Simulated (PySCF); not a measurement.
SMILES COC(=O)C[SiH3] (GFN2-xTB optimised geometry):

```
14

C      1.213     1.372    -0.011
O      0.590     0.097     0.000
C     -0.758     0.097     0.000
O     -1.413     1.107     0.000
C     -1.292    -1.287    -0.065
Si    -1.386    -1.792    -1.909
H      0.962     1.909    -0.928
H      2.283     1.188     0.044
H      0.881     1.964     0.844
H     -2.283    -1.312     0.382
H     -0.630    -1.964     0.470
H     -1.939    -3.147    -1.947
H     -0.035    -1.774    -2.469
H     -2.255    -0.860    -2.625
```

Level of theory: CAM-B3LYP/def2-TZVP (PySCF).

What are the frontier orbital energies and the dipole moment?

HOMO-2 -10.64 eV, HOMO-1 -10.19 eV, HOMO -9.40 eV, LUMO 1.21 eV, LUMO+1 1.45 eV; dipole moment 1.89 D.

Meta-Löwdin charges at CAM-B3LYP/def2-TZVP: C1 -0.12, O2 -0.36, C3 0.53, O4 -0.48, C5 -0.48, Si6 0.54, H7 0.12, H8 0.13, H9 0.12, H10 0.14, H11 0.14, H12 -0.10, H13 -0.10, H14 -0.09.
